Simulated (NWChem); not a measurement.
System: B$_{2}$F$_{3}$ cation

Here is an NWChem input.

```
start job
memory heap 200 mb stack 900 mb global 1100 mb
charge 1
geometry units angstroms noautoz
  F      0.000000     0.000000    -2.302923
  B      0.000000     0.000000    -1.082289
  B      0.000000     0.000000     0.688113
  F      0.000000     1.155007     1.245316
  F      0.000000    -1.155007     1.245316
end
basis spherical
  * library def2-svp
end
dft
  xc mn15-l
  iterations 150
  mulliken
end
task dft energy
```

NWChem printed, in part:

```
             Northwest Computational Chemistry Package (NWChem) 7.3.0
             --------------------------------------------------------

 C2V symmetry detected

                             Geometry "geometry" -> ""
                             -------------------------

 Output coordinates in angstroms (scale by  1.889725989 to convert to a.u.)

  No.       Tag          Charge          X              Y              Z
 ---- ---------------- ---------- -------------- -------------- --------------
    1 F                    9.0000     0.00000000     0.00000000    -2.29531492
    2 B                    5.0000     0.00000000     0.00000000    -1.07468092
    3 B                    5.0000     0.00000000     0.00000000     0.69572108
    4 F                    9.0000     0.00000000     1.15500700     1.25292408
    5 F                    9.0000     0.00000000    -1.15500700     1.25292408

 Effective nuclear repulsion energy (a.u.)     131.9393214327

      Symmetry information
      --------------------

 Group name             C2v
 Group number             16
 Group order               4
 No. of unique centers     4

                                 NWChem DFT Module
                                 -----------------

 Summary of "ao basis" -> "ao basis" (spherical)
 ------------------------------------------------------------------------------
       Tag                 Description            Shells   Functions and Types
 ---------------- ------------------------------  ------  ---------------------
 F                          def2-svp                 6       14   3s2p1d
 B                          def2-svp                 6       14   3s2p1d

      Symmetry analysis of basis
      --------------------------

        a1         31
        a2          7
        b1         13
        b2         19

            General Information
            -------------------
          SCF calculation type: DFT
          Wavefunction type:  closed shell.
          No. of atoms     :     5
          No. of electrons :    36
           Alpha electrons :    18
            Beta electrons :    18
          Charge           :     1
          Spin multiplicity:     1
          Use of symmetry is: on ; symmetry adaption is: on
          Maximum number of iterations: 150
          AO basis - number of functions:    70
                     number of shells:    30
          Convergence on energy requested:  1.00D-06
          Convergence on density requested:  1.00D-05
          Convergence on gradient requested:  5.00D-04

              XC Information
              --------------
                       MN15-L Method XC Functional
                        MN15-L Exchange Functional  1.000
                      MN15-L Correlation Potential  1.000

             Grid Information
             ----------------
          Grid used for XC integration:  medium
          Radial quadrature: Mura-Knowles
          Angular quadrature: Lebedev.
          Tag              B.-S. Rad. Rad. Pts. Rad. Cut. Ang. Pts.
          ---              ---------- --------- --------- ---------
          F                   0.50       49           9.0       434
          B                   0.85       49           8.0       434
          Grid pruning is: on
          Number of quadrature shells:   196
          Spatial weights used:  Erf1

      Superposition of Atomic Density Guess
      -------------------------------------

 Sum of atomic energies:        -346.88552344

 Renormalizing density from      37.00 to     36

      Non-variational initial energy
      ------------------------------

 Total energy =    -342.184397
 1-e energy   =    -723.245007
 2-e energy   =     249.121289
 HOMO         =      -0.820378
 LUMO         =      -0.316711

      Symmetry analysis of molecular orbitals - initial
      -------------------------------------------------

  Numbering of irreducible representations:

     1 a1          2 a2          3 b1          4 b2

  Orbital symmetries:

     1 a1          2 b2          3 a1          4 a1          5 a1
     6 a1          7 a1          8 b2          9 a1         10 a1
    11 b2         12 a1         13 b1         14 b2         15 b1
    16 a2         17 b2         18 a1         19 b1         20 b2
    21 a1         22 b1         23 a1         24 b2         25 a1
    26 b1         27 a1         28 b2

     ---------------------------------------------
      Total Density - Mulliken Population Analysis
     ---------------------------------------------

    Atom       Charge   Shell Charges
 -----------   ------   -------------------------------------------------------
    1 F    9     9.18   1.99  1.21  0.61  3.69  1.67  0.01
    2 B    5     4.05   1.99  0.94  0.24  0.70  0.08  0.09
    3 B    5     4.13   1.99  0.77  0.10  0.99  0.07  0.20
    4 F    9     9.32   1.99  1.21  0.65  3.72  1.74  0.01
    5 F    9     9.32   1.99  1.21  0.65  3.72  1.74  0.01

   convergence    iter        energy       DeltaE   RMS-Dens  Diis-err
 ---------------- ----- ----------------- --------- --------- ---------
 d= 0,ls=0.0,diis     1   -348.1425036496 -4.80D+02  3.39D-02  3.50D+00
 d= 0,ls=0.0,diis     2   -347.3168601301  8.26D-01  2.38D-02  1.25D+01
 d= 0,ls=0.0,diis     3   -348.4374238646 -1.12D+00  3.17D-03  7.46D-02
 d= 0,ls=0.0,diis     4   -348.4400800428 -2.66D-03  1.52D-03  5.44D-02
 d= 0,ls=0.0,diis     5   -348.4447543347 -4.67D-03  1.51D-04  2.08D-04
  Resetting Diis
 d= 0,ls=0.0,diis     6   -348.4447755708 -2.12D-05  3.27D-05  4.58D-06
 d= 0,ls=0.0,diis     7   -348.4447760630 -4.92D-07  1.03D-05  2.70D-07
 d= 0,ls=0.0,diis     8   -348.4447760820 -1.90D-08  4.06D-06  1.02D-07

         Total DFT energy =     -348.444776081952
      One electron energy =     -734.704544978820
           Coulomb energy =      293.154272827764
    Exchange-Corr. energy =      -38.833825363615
 Nuclear repulsion energy =      131.939321432718

 Numeric. integr. density =       35.999998431998

                  Occupations of the irreducible representations
                  ----------------------------------------------

                     irrep           alpha         beta
                     --------     --------     --------
                     a1               10.0         10.0
                     a2                1.0          1.0
                     b1                2.0          2.0
                     b2                5.0          5.0

                       DFT Final Molecular Orbital Analysis
                       ------------------------------------

 Vector   16  Occ=2.000000D+00  E=-6.570319D-01  Symmetry=a2
              MO Center= -1.6D-16,  6.6D-16,  1.2D+00, r^2= 1.7D+00
   Bfn.  Coefficient  Atom+Function         Bfn.  Coefficient  Atom+Function
  ----- ------------  ---------------      ----- ------------  ---------------
    46      0.474185  4 F  px                60     -0.474185  5 F  px
    49     -0.321857  4 F  px                63      0.321857  5 F  px
    38     -0.061223  3 B  d -2

 Vector   17  Occ=2.000000D+00  E=-6.483513D-01  Symmetry=b2
              MO Center= -5.5D-16, -7.1D-15,  1.2D+00, r^2= 1.8D+00
   Bfn.  Coefficient  Atom+Function         Bfn.  Coefficient  Atom+Function
  ----- ------------  ---------------      ----- ------------  ---------------
    48      0.365291  4 F  pz                62     -0.365291  5 F  pz
    47     -0.307886  4 F  py                61     -0.307886  5 F  py
    51     -0.255468  4 F  pz                65      0.255468  5 F  pz
    50      0.184429  4 F  py                64      0.184429  5 F  py
    39     -0.065993  3 B  d -1              36      0.049901  3 B  py

 Vector   18  Occ=2.000000D+00  E=-6.218637D-01  Symmetry=a1
              MO Center= -9.3D-16,  8.8D-15,  5.9D-01, r^2= 2.2D+00
   Bfn.  Coefficient  Atom+Function         Bfn.  Coefficient  Atom+Function
  ----- ------------  ---------------      ----- ------------  ---------------
    48     -0.386273  4 F  pz                62     -0.386273  5 F  pz
    16      0.360625  2 B  s                 20     -0.265343  2 B  pz
    51      0.245212  4 F  pz                65      0.245212  5 F  pz
    17      0.212408  2 B  s                 34      0.151865  3 B  pz
    15      0.143346  2 B  s                 23      0.085934  2 B  pz

 Vector   19  Occ=0.000000D+00  E=-3.761312D-01  Symmetry=b1
              MO Center=  2.1D-15, -1.6D-16, -6.3D-01, r^2= 2.2D+00
   Bfn.  Coefficient  Atom+Function         Bfn.  Coefficient  Atom+Function
  ----- ------------  ---------------      ----- ------------  ---------------
    18      0.574921  2 B  px                21     -0.352064  2 B  px
    32      0.281125  3 B  px                 4     -0.241398  1 F  px
     7      0.214618  1 F  px                46     -0.153817  4 F  px
    60     -0.153817  5 F  px                35     -0.136606  3 B  px
    49      0.130569  4 F  px                63      0.130569  5 F  px

 Vector   20  Occ=0.000000D+00  E=-3.405348D-01  Symmetry=b2
              MO Center= -1.5D-16, -1.2D-15, -9.7D-01, r^2= 1.8D+00
   Bfn.  Coefficient  Atom+Function         Bfn.  Coefficient  Atom+Function
  ----- ------------  ---------------      ----- ------------  ---------------
    19      0.676654  2 B  py                22     -0.402933  2 B  py
     5     -0.273787  1 F  py                 8      0.241942  1 F  py
    36     -0.112433  3 B  py                48      0.107114  4 F  pz
    62     -0.107114  5 F  pz                51     -0.077888  4 F  pz
    65      0.077888  5 F  pz                45      0.072530  4 F  s

[...]
```

Level: MN15-L/def2-SVP. Coordinates come from a PBE0/def2-SVP optimisation.
